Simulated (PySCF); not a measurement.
First SCF of a structure search on singlet BeF2, at a hand-made bent geometry. PySCF input:

```python
from pyscf import gto, scf, dft
mol = gto.M(atom='''
Be     0.000000     0.000000     0.000000
F      1.359800     0.000000     0.952100
F     -1.359800     0.000000     0.952100''',
    basis={'Be': 'def2-TZVP', 'F': 'def2-TZVP'},
    charge=0, spin=0)
mf = dft.RKS(mol, xc='PBE0')
mf.grids.atom_grid = (50, 194)
aux = {'Be': 'def2-universal-JKFIT', 'F': 'def2-universal-JKFIT'}
mf = mf.density_fit(auxbasis=aux)
mf.conv_tol = 1e-08
mf.diis_space = 10
mf.max_cycle = 60
mf.init_guess = 'minao'
mf.verbose = 4
mf.kernel()
```

Excerpt of the output (cycles and frontier levels):

```
init E= -214.172355152533
  HOMO = -0.500995121092087  LUMO = -0.147555889377074  gap/eV = 9.61757
cycle= 1 E= -214.210236792407  delta_E= -0.0379  |g|= 0.882  |ddm|= 1.42
  HOMO = -0.185381926133284  LUMO = -0.131085328840467  gap/eV = 1.47749
cycle= 2 E= -213.500513848132  delta_E= 0.71  |g|= 2.22  |ddm|= 1.46
  HOMO = -0.37038059942404  LUMO = -0.131595618301958  gap/eV = 6.49767
cycle= 3 E= -214.358059108208  delta_E= -0.858  |g|= 0.0392  |ddm|= 1.03
  HOMO = -0.363942620503984  LUMO = -0.139933883140749  gap/eV = 6.09559
cycle= 4 E= -214.358537460567  delta_E= -0.000478  |g|= 0.0261  |ddm|= 0.0621
  HOMO = -0.367261246396658  LUMO = -0.137799629703423  gap/eV = 6.24397
cycle= 5 E= -214.3586544678  delta_E= -0.000117  |g|= 0.00288  |ddm|= 0.0135
  HOMO = -0.367730172273664  LUMO = -0.137732819184244  gap/eV = 6.25855
cycle= 6 E= -214.358655764803  delta_E= -1.3e-06  |g|= 0.00028  |ddm|= 0.0013
  HOMO = -0.367748035356873  LUMO = -0.137694024831092  gap/eV = 6.26009
cycle= 7 E= -214.358655779503  delta_E= -1.47e-08  |g|= 2.63e-05  |ddm|= 0.000205
  HOMO = -0.367749665270024  LUMO = -0.137688833576448  gap/eV = 6.26027
cycle= 8 E= -214.35865577973  delta_E= -2.27e-10  |g|= 9.03e-06  |ddm|= 3.33e-05
  HOMO = -0.367746532322585  LUMO = -0.137688221185698  gap/eV = 6.26021
Extra cycle  E= -214.358655779712  delta_E= 1.78e-11  |g|= 1.42e-05  |ddm|= 9.04e-06
converged SCF energy = -214.358655779712
```

No lower solution of this spin was found by a stability analysis within the restricted form, which does not test spin polarisation.

The search for the lowest solution, with the stability check, took 1.3 s on 2 threads of a shared Arm Neoverse V2 host, with 81 basis functions; the process peaked at 0.28 GiB. Launch command: `OMP_NUM_THREADS=2 python axn.py task.json out`.
